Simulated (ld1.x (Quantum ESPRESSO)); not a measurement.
**u(r) = r·R(r): atom against pseudo-atom (B)**

Columns: radius, all-electron u(r) and pseudo u(r) of the 2p shell (level -13.35 eV) of boron in the configuration [He] 2s2 2p0; BLYP, non-relativistic, TM semilocal scheme, ld1.x (Quantum ESPRESSO) 7.5.

```tsv
r (bohr)	all-electron	pseudo
0.088	0.0271	0.0128
0.175	0.0881	0.0496
0.262	0.1641	0.1073
0.350	0.2453	0.1820
0.438	0.3245	0.2670
0.525	0.3974	0.3543
0.612	0.4629	0.4385
0.700	0.5208	0.5151
0.788	0.5701	0.5795
0.875	0.6106	0.6295
0.962	0.6437	0.6659
1.050	0.6700	0.6906
1.138	0.6893	0.7053
1.225	0.7017	0.7124
1.312	0.7082	0.7142
1.400	0.7094	0.7121
1.487	0.7059	0.7068
1.575	0.6985	0.6986
1.662	0.6877	0.6877
1.750	0.6739	0.6739
1.838	0.6579	0.6579
1.925	0.6401	0.6401
2.012	0.6209	0.6209
2.100	0.6004	0.6004
2.188	0.5790	0.5790
2.275	0.5574	0.5574
```

Q: How many radial nodes do the two functions have?

A: The all-electron 2p function has n − l − 1 = 0; the pseudo-wave has 0.

Q: At about which radius was the pseudo-wave matched?

A: 1.75 bohr. The columns agree to 0.0005 from 1.57 bohr on; several derivatives are matched, so the curves merge somewhat inside the radius.

Q: Is the pseudo-wave norm-conserving?

A: Yes: the TM semilocal scheme keeps the norm inside the radius equal to the all-electron one, which fixes the energy derivative of the logarithmic derivative at the level.
